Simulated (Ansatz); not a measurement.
BF, charge -1, doublet, geometry from GFN2-xTB (the spin is typed, not shown lowest) (a gas-phase anion, which may not be bound at this level); CAM-B3LYP/6-31G** run with Ansatz (an electronic-structure program).

Input for Ansatz:
Ansatz 0.2 input:
```yaml
crystal:
  periodic: [false, false, false]
  atoms:
    - {symbol: B, position_ang: [-0.00000000, -0.00000000, -1.05967647]}
    - {symbol: F, position_ang: [0.00000000, 0.00000000, 0.58870915]}
basis:
  gaussian:
    orbitals: 6-31G__.json
hamiltonian:
  xc: cam_b3lyp
total_charge: -1
magnetization: {spin_polarized: true, initial_magnetization: 1}
```
The basis file holds 6-31G** in the JSON format of the Basis Set Exchange.

Output, abridged:

```
Functional definition: CAM-B3LYP
265 factors; their error is unknown
68 factors; integrals over basis functions are off by at most 3.1e-5 eV
mean field evaluation 1: about -3378.0011 eV, gradient 5.4e1 eV
mean field evaluation 2: about -3374.4173 eV, gradient 6.8e1 eV
mean field evaluation 4: about -3388.2338 eV, gradient 7.5e-1 eV
mean field evaluation 8: about -3388.2343 eV, gradient 2.3e-2 eV
mean field -3388.23431642 eV, -124.5153145008 hartree, gradient 6.3e-5 eV, S^2 0.753682; 0 other end points of the search recorded, 0 dependent functions left out
reference -3388.23437825 eV, -124.5153167728 hartree; 8, 7 occupied and 22, 23 virtual orbitals, 265 factors
Total energy: -3388.23437825 eV, -124.5153167728 hartree
```
